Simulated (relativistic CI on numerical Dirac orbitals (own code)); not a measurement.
Radial parameters of Nd19+

Calculated at this level of theory: Dirac-Coulomb-Breit CI, orbitals from a KLI potential per configuration, model QED (radiative potential, 1s self-energy scaled to tabulated hydrogen-like ionisation energies), unscaled Slater integrals (own radial code, finite nucleus).

Slater integrals F^k, G^k are unscaled and averaged over j, outside the closed core [Ar] 3d10; ζ comes from projecting the Hamiltonian with its Breit term on Σ l·s of the shell.

- 4s²4p⁶4d⁵: F^2(4d,4d) = 162430, F^4(4d,4d) = 110120, ζ(4d) = 16092 cm⁻¹; <r>(4d) = 0.6235, <r^2>(4d) = 0.4443 (bohr units).
- 4s²4p⁵4d⁶: ζ(4p) = 139950, F^2(4d,4d) = 162430, F^4(4d,4d) = 110120, F^2(4p,4d) = 166470, G^1(4p,4d) = 209760, G^3(4p,4d) = 133150, ζ(4d) = 16034 cm⁻¹; <r>(4p) = 0.5994, <r^2>(4p) = 0.4061, <r>(4d) = 0.6234, <r^2>(4d) = 0.4442 (bohr units).
- 4s²4p⁶4d⁴4f: F^2(4d,4d) = 162400, F^4(4d,4d) = 110100, ζ(4d) = 16110, F^2(4d,4f) = 159190, F^4(4d,4f) = 104320, G^1(4d,4f) = 178280, G^3(4d,4f) = 118440, G^5(4d,4f) = 85737, ζ(4f) = 1790.6 cm⁻¹; <r>(4d) = 0.6237, <r^2>(4d) = 0.4445, <r>(4f) = 0.6313, <r^2>(4f) = 0.4574 (bohr units).

Problem. Give the Racah parameters of the d shell in 4s²4p⁶4d⁵.

Solution. B = F²/49 − 5F⁴/441 = 2066 cm⁻¹ and C = 35F⁴/441 = 8740 cm⁻¹.

Averages of the first 9 configurations, taken without configuration mixing, which lowers the lowest level and can move excited configurations by several eV; other configurations of the list can lie among them:

```
 Configuration  Parity  States  Average energy above the lowest level (eV)
     4s²4p⁶4d⁵    even     252                                        15.7
     4s²4p⁵4d⁶     odd    1260                                       139.9
   4s²4p⁶4d⁴4f     odd    2940                                       146.8
    4s4p⁶4d⁵4f     odd    7056                                       358.3
        4p⁶4d⁷    even     120                                       444.9
        4p⁵4d⁸     odd     270                                       566.8
  4s²4p⁶4d³5s²    even     120                                       372.6
4s²4p⁶4d²4f5s²     odd     630                                       504.9
 4s4p⁶4d³4f5s²     odd    3360                                       717.5
```
